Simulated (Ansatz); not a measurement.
Steps of a relaxation of C₃H₆O₂Si (`C=COC(=O)[SiH3]`) with RKS PBE-D4/def2-SVP.

```sh
$ ansatz run in.yaml --threads 4 --pin off --events-out ev --progress --plain --max-ram 10444MiB
```

```yaml
crystal:
  periodic: [false, false, false]
  atoms:
    - {symbol: C, position_ang: [-0.440300, -2.741900, -0.331400]}
    - {symbol: C, position_ang: [-0.808100, -1.432900, -0.070300]}
    - {symbol: O, position_ang: [0.123000, -0.417500, -0.120700]}
    - {symbol: C, position_ang: [-0.211000, 0.855600, 0.191600]}
    - {symbol: O, position_ang: [-1.426100, 1.165200, 0.474500]}
    - {symbol: Si, position_ang: [1.023100, 2.225000, 0.141000]}
    - {symbol: H, position_ang: [0.552300, -2.977500, -0.599600]}
    - {symbol: H, position_ang: [-1.204900, -3.458300, -0.317900]}
    - {symbol: H, position_ang: [-1.801900, -1.096200, 0.235900]}
    - {symbol: H, position_ang: [2.349200, 1.683100, -0.275300]}
    - {symbol: H, position_ang: [1.234400, 2.832400, 1.500300]}
    - {symbol: H, position_ang: [0.687400, 3.307900, -0.794100]}
basis:
  gaussian: {orbitals: def2-SVP}
hamiltonian: {xc: pbe, dispersion: d4}
relax: {f_tol: 0.03, max_steps: 200}
```

Positions (Å) and forces (eV/Å) along the path, 9 of 9 steps:

```xyz
12
step=1 energy=-15158.8583 eV
C    -0.440   -2.742   -0.331   -0.845    4.108    0.655
C    -0.808   -1.433   -0.070    0.663   -1.839   -0.217
O     0.123   -0.417   -0.121    0.967   -0.264   -0.109
C    -0.211    0.856    0.192   -5.436    0.100    0.762
O    -1.426    1.165    0.474    3.476   -0.708   -0.649
Si    1.023    2.225    0.141    1.710    0.514    0.362
H     0.552   -2.978   -0.600    1.586   -0.471   -0.431
H    -1.205   -3.458   -0.318   -1.319   -1.494    0.095
H    -1.802   -1.096    0.236   -0.313    0.013   -0.031
H     2.349    1.683   -0.275    0.234   -0.094   -0.101
H     1.234    2.832    1.500   -0.262   -0.125    0.047
H     0.687    3.308   -0.794   -0.459    0.260   -0.383
12
step=2 energy=-15159.2333 eV
C    -0.446   -2.690   -0.351   -0.424    1.005    0.463
C    -0.807   -1.421   -0.060   -0.004   -0.494   -0.316
O     0.126   -0.409   -0.122    0.602   -0.199   -0.267
C    -0.239    0.867    0.159   -2.646    0.183    1.023
O    -1.394    1.170    0.515    1.565   -0.353   -0.623
Si    1.082    2.203    0.137    0.703    0.418   -0.019
H     0.584   -2.933   -0.605    0.348   -0.185   -0.113
H    -1.207   -3.463   -0.251   -0.123   -0.335   -0.120
H    -1.826   -1.082    0.183    0.016   -0.038    0.116
H     2.416    1.665   -0.297    0.021    0.050    0.012
H     1.171    2.770    1.531   -0.028   -0.091   -0.109
H     0.617    3.268   -0.806   -0.030    0.040   -0.048
12
step=3 energy=-15159.3000 eV
C    -0.449   -2.676   -0.337   -0.137   -0.568   -0.163
C    -0.815   -1.421   -0.074   -0.181    0.289    0.370
O     0.129   -0.411   -0.096    0.290   -0.129   -0.032
C    -0.261    0.861    0.214   -0.404    0.260   -0.294
O    -1.411    1.173    0.461    0.023   -0.047    0.153
Si    1.113    2.206    0.130    0.046    0.086    0.083
H     0.595   -2.926   -0.604   -0.204   -0.017    0.042
H    -1.222   -3.471   -0.297    0.346    0.187   -0.040
H    -1.827   -1.097    0.234    0.124   -0.017   -0.150
H     2.458    1.689   -0.306   -0.070    0.026    0.028
H     1.169    2.758    1.529    0.083    0.040   -0.085
H     0.598    3.258   -0.821    0.085   -0.109    0.089
12
step=4 energy=-15159.3205 eV
C    -0.449   -2.686   -0.330   -0.093   -0.150   -0.073
C    -0.811   -1.428   -0.052   -0.081    0.144   -0.008
O     0.126   -0.410   -0.102    0.175   -0.086   -0.006
C    -0.278    0.867    0.190   -0.185    0.161    0.082
O    -1.421    1.165    0.479   -0.001   -0.024   -0.003
Si    1.109    2.212    0.135    0.019   -0.001   -0.044
H     0.588   -2.937   -0.604   -0.073   -0.017    0.029
H    -1.217   -3.478   -0.308    0.154    0.049    0.023
H    -1.829   -1.098    0.218    0.081   -0.023   -0.013
H     2.451    1.694   -0.301   -0.037   -0.017    0.006
H     1.192    2.777    1.524    0.004   -0.008   -0.029
H     0.615    3.267   -0.816    0.037   -0.028    0.036
12
step=5 energy=-15159.3234 eV
C    -0.436   -2.677   -0.335   -0.035   -0.172   -0.077
C    -0.790   -1.417   -0.058   -0.275    0.075    0.066
O     0.134   -0.398   -0.093    0.126    0.232    0.034
C    -0.306    0.878    0.206    0.162    0.114   -0.033
O    -1.451    1.159    0.489   -0.121   -0.112    0.018
Si    1.091    2.209    0.137    0.104   -0.037   -0.034
H     0.596   -2.947   -0.605    0.001    0.025    0.017
H    -1.204   -3.464   -0.313    0.042   -0.008    0.022
H    -1.805   -1.077    0.213    0.023   -0.125   -0.027
H     2.404    1.626   -0.302   -0.013    0.023    0.008
H     1.209    2.785    1.519   -0.013   -0.001   -0.016
H     0.635    3.268   -0.824   -0.001   -0.013    0.022
12
step=6 energy=-15159.3245 eV
C    -0.430   -2.667   -0.336    0.029    0.139   -0.035
C    -0.801   -1.408   -0.058    0.123    0.033    0.002
O     0.130   -0.373   -0.084   -0.265   -0.267   -0.019
C    -0.327    0.894    0.214   -0.171    0.036    0.067
O    -1.481    1.149    0.500    0.286   -0.005   -0.072
Si    1.100    2.194    0.134   -0.034    0.069    0.012
H     0.607   -2.912   -0.609    0.024    0.000    0.032
H    -1.174   -3.474   -0.310   -0.034   -0.001    0.004
H    -1.821   -1.084    0.205    0.030   -0.036    0.007
H     2.402    1.590   -0.305   -0.028    0.002    0.007
H     1.222    2.781    1.509    0.020    0.008    0.013
H     0.650    3.255   -0.826    0.021    0.022   -0.019
12
step=7 energy=-15159.3269 eV
C    -0.416   -2.657   -0.342   -0.045   -0.006   -0.004
C    -0.815   -1.410   -0.055   -0.085   -0.027    0.019
O     0.100   -0.372   -0.080   -0.067    0.101    0.021
C    -0.339    0.905    0.220   -0.087   -0.039    0.020
O    -1.487    1.177    0.508    0.124   -0.042   -0.036
Si    1.103    2.193    0.132   -0.083   -0.016    0.014
H     0.628   -2.878   -0.605    0.049    0.005    0.000
H    -1.142   -3.480   -0.322   -0.031   -0.014    0.003
H    -1.848   -1.119    0.212    0.147    0.023   -0.023
H     2.379    1.542   -0.305    0.042    0.029   -0.005
H     1.240    2.785    1.505    0.016   -0.006   -0.007
H     0.676    3.259   -0.834    0.020   -0.007   -0.004
12
step=8 energy=-15159.3292 eV
C    -0.428   -2.666   -0.343   -0.005   -0.003    0.014
C    -0.812   -1.414   -0.058   -0.005   -0.005    0.006
O     0.109   -0.381   -0.086   -0.003   -0.009   -0.001
C    -0.328    0.893    0.214    0.016   -0.013   -0.013
O    -1.475    1.164    0.501   -0.017    0.013    0.009
Si    1.099    2.197    0.134    0.035    0.022   -0.004
H     0.615   -2.901   -0.602   -0.003    0.004   -0.005
H    -1.166   -3.480   -0.315    0.003    0.007   -0.005
H    -1.835   -1.107    0.213    0.019    0.002   -0.009
H     2.402    1.595   -0.303   -0.014   -0.013    0.002
H     1.231    2.783    1.509   -0.012   -0.001    0.003
H     0.665    3.262   -0.830   -0.013   -0.003    0.004
12
step=9 energy=-15159.3293 eV
C    -0.430   -2.667   -0.342    0.003   -0.004    0.004
C    -0.810   -1.414   -0.058    0.006    0.013   -0.002
O     0.113   -0.382   -0.087    0.000   -0.012   -0.002
C    -0.323    0.893    0.214   -0.015   -0.006    0.006
O    -1.470    1.164    0.503   -0.001    0.004    0.000
Si    1.100    2.200    0.134    0.006   -0.008   -0.006
H     0.613   -2.905   -0.603   -0.001    0.003   -0.001
H    -1.170   -3.479   -0.315   -0.001    0.000   -0.001
H    -1.832   -1.103    0.211    0.001    0.002    0.001
H     2.400    1.593   -0.302    0.002    0.003    0.001
H     1.226    2.786    1.510   -0.001    0.002    0.002
H     0.659    3.261   -0.830   -0.001    0.004   -0.001
```

It took 13 s on 4 threads of an Arm Neoverse V1 on a shared host, with 0.16 GiB of host memory at the peak.
